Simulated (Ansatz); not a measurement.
# A geometry optimisation of F3H2PSi with PBE-D3(BJ)/def2-SVP

The starting geometry of this gas-phase singlet was optimised with GFN2-xTB; its bonds are those of `F[Si](F)(F)P`.

```yaml
atoms:
  - { symbol: F, position_ang: [-0.9282, -1.6791, -3.2162] }
  - { symbol: F, position_ang: [-0.1202, -2.0154, -0.8945] }
  - { symbol: F, position_ang: [1.4457, -1.1546, -2.6160] }
  - { symbol: P, position_ang: [-0.5873, 1.1460, -1.8095] }
  - { symbol: Si, position_ang: [-0.0447, -0.9772, -2.1002] }
  - { symbol: H, position_ang: [-1.7606, 0.8696, -1.1177] }
  - { symbol: H, position_ang: [0.1567, 1.2955, -0.6451] }
```

Question: Predict what becomes of its bonds when it is optimised with PBE-D3(BJ)/def2-SVP.

Answer: It keeps its bonds, and is `F[Si](F)(F)P`.

The energy falls by 0.21 eV over 7 steps:

```json
{"step": "1", "E − E(last) (eV)": "0.211"}
{"step": "2", "E − E(last) (eV)": "0.045"}
{"step": "3", "E − E(last) (eV)": "0.022"}
{"step": "4", "E − E(last) (eV)": "0.004"}
{"step": "5", "E − E(last) (eV)": "0.000"}
{"step": "6", "E − E(last) (eV)": "0.000"}
{"step": "7", "E − E(last) (eV)": "0.000"}
```

Final geometry (Å):

| atom | x (Å) | y (Å) | z (Å) |
| --- | --- | --- | --- |
| F | -0.9818 | -1.6626 | -3.2556 |
| F | -0.1681 | -1.9039 | -0.7948 |
| F | 1.4994 | -1.1143 | -2.6312 |
| P | -0.5831 | 1.1637 | -1.8376 |
| Si | -0.0350 | -0.9884 | -2.1272 |
| H | -1.7733 | 0.7766 | -1.1223 |
| H | 0.2033 | 1.2136 | -0.6304 |

Frequencies at the end are all real (lowest 92 cm⁻¹). Run with Ansatz 0.2.0, 9.3 s on 1 thread of Intel(R) Xeon(R) 6975P-C (Granite Rapids), with other jobs on the host.
